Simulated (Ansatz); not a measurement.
Ansatz (a program for electronic structure) input (CCSD(T)/def2-SVPD):

Ansatz 0.2 input:
```yaml
crystal:
  periodic: [false, false, false]
  atoms:
    - {symbol: Ti, position_ang: [1.41558236, -0.30940364, 0.90678127]}
    - {symbol: I, position_ang: [-0.69393227, 0.15167268, -0.44451302]}
    - {symbol: H, position_ang: [2.74833958, 0.35168785, 0.10557073]}
    - {symbol: H, position_ang: [1.26551049, 0.39517971, 2.43526510]}
    - {symbol: H, position_ang: [1.62174865, -1.97863958, 1.06916633]}
basis:
  gaussian:
    orbitals: def2-SVPD
magnetization: {spin_polarized: false}
correlation: {method: ccsd_t, electrons: outside_noble_gas}
output: {forces: true}
```

End of the output:

```
cycle  10  -7.64398917 eV  change    1.6e-6 eV  update   9.4e-5
cycle  11  -7.64394136 eV  change    4.8e-5 eV  update   5.1e-5
cycle  12  -7.64393694 eV  change    4.4e-6 eV  update   2.9e-5
cycle  13  -7.64391473 eV  change    2.2e-5 eV  update   1.5e-5
cycle  14  -7.64392376 eV  change   -9.0e-6 eV  update   7.2e-6
cycle  15  -7.64392878 eV  change   -5.0e-6 eV  update   3.5e-6
perturbative correction -0.50443334 eV, -0.0185375834 hartree
the calculation of the forces begins
Total energy: -31209.98181126 eV, -1146.9456766783 hartree
Atom 0 at     1.415582    -0.309404     0.906781 Å, force     0.092376    -0.020191     0.059173 eV/Å
Atom 1 at    -0.693932     0.151673    -0.444513 Å, force    -0.246863     0.053957    -0.158134 eV/Å
Atom 2 at     2.748340     0.351688     0.105571 Å, force     0.135462     0.062331    -0.072985 eV/Å
Atom 3 at     1.265510     0.395180     2.435265 Å, force    -0.007682     0.066529     0.151910 eV/Å
Atom 4 at     1.621749    -1.978640     1.069166 Å, force     0.026707    -0.162626     0.020035 eV/Å
Dipole moment:     0.023061    -0.005040     0.014772 e Å
```
